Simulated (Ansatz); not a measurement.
Input for Ansatz (a program for electronic structure): R-r2SCAN/cc-pVTZ on H3NSe (SMILES N[SeH]), a point of a bond scan (R = 1.012 Å).

Ansatz 0.2 input:
```yaml
crystal:
  periodic: [false, false, false]
  atoms:
    - {symbol: Se, position_ang: [-0.04297444, 0.31558987, 0.23261758]}
    - {symbol: H, position_ang: [-1.26689466, 0.77294197, -0.47788287]}
    - {symbol: N, position_ang: [0.36656617, -1.22733427, -0.72479358]}
    - {symbol: H, position_ang: [0.54787960, -1.01069255, -1.69644494]}
    - {symbol: H, position_ang: [-0.38581730, -1.90096526, -0.66111496]}
basis:
  gaussian:
    orbitals: cc-pVTZ
    pivot_positions_ang: [[-0.04297444, 0.31558987, 0.23261758], [-1.26689466, 0.77294197, -0.47788287], [0.36656617, -1.22733427, -0.72479358], [0.54787960, -1.01069255, -1.69644494], [-0.38581730, -1.90096526, -0.66111496]]
hamiltonian:
  xc: {name: r2SCAN}
scf: {lower_state_search: off}
output: {orbitals: {seedname: ./end}}
```

The head of its log:

```
WARN ansatz: RAYON_NUM_THREADS=1 ignored (pool sized by the plan → 1); use --threads N
Functional definition: r2SCAN
these checks for a lower state are left out or cut short: stability, starts, cluster_reference, orbital_swaps, neighbouring_geometries, increment
integrals: 0.03 GiB planned
735 factors; their error is unknown
mean field: 0.32 GiB planned
mean field evaluation 1: about -66882.4856 eV, gradient 5.7e1 eV
mean field evaluation 2: about -66848.0779 eV, gradient 1.2e2 eV
```

Problem. Give the final energy of this run.

Solution. -2458.1110 hartree.
